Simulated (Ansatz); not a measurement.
`FC[SiH]([SiH3])S` + H–F → `F[SiH]([SiH3])S` + `CF` at 700 K and 1 bar (ligand exchange at the Si–C bond).

Isolated molecules relaxed with PBE0-D4/def2-TZVP in Ansatz; ΔE leaves out vibrations. CCSD(T)/CBS adds triple-zeta CCSD(T) − MP2 to the extrapolated MP2 energy (def2 sets, frozen cores). This one scheme is used for every species. One conformer a species, not always the lowest.

```tsv
species	CCSD(T)/CBS energy (Eh)	H − E (kJ/mol)	S (J/(mol·K))
`FC[SiH]([SiH3])S`	-1117.99851	289.2	550.0
H–F	-100.39570	45.2	198.5
`F[SiH]([SiH3])S`	-1078.81755	199.4	468.9
`CF`	-139.63461	133.6	263.9
```

H − E and S are ideal-gas, rigid-rotor, harmonic terms from PBE0-D4/def2-TZVP, for one conformer and one mirror image of each species. 1 Eh = 2625.50 kJ/mol, R = 8.31446 J/(mol·K).

By hand: ΔE, ΔH, ΔS and ΔG.

ΔE = (-1078.81755) + (-139.63461) − (-1117.99851) − (-100.39570) = -0.05795 Eh = -152.1 kJ/mol. Δ(H − E) = 199.4 + 133.6 − 289.2 − 45.2 = -1.4, so ΔH = -153.5 kJ/mol. ΔS = 468.9 + 263.9 − 550.0 − 198.5 = -15.7 J/(mol·K). ΔG = -153.5 − 700 × (-15.7)/1000 = -142.5 kJ/mol.

By hand: the equilibrium constant, and the temperature at which ΔG would vanish if ΔH and ΔS stayed fixed.

log₁₀ K = −ΔG/(RT ln 10) = 10.6. ΔG = 0 at ΔH/ΔS = 9777 K, far beyond where these terms or the molecules hold.

ΔH outweighs TΔS. A doubt of 5 kJ/mol in ΔE shifts log₁₀ K by 0.4 here. Other conformers and mirror images would add mixing entropy, several J/(mol·K) or more a flexible species. Modes under 60 cm⁻¹, often nearly free rotors, make the harmonic entropy too high. These are equilibria of isolated gas molecules and say nothing of rates. Largest T1 diagnostic: 0.013 (customary marks: 0.02 for closed shells, 0.045 for open ones).
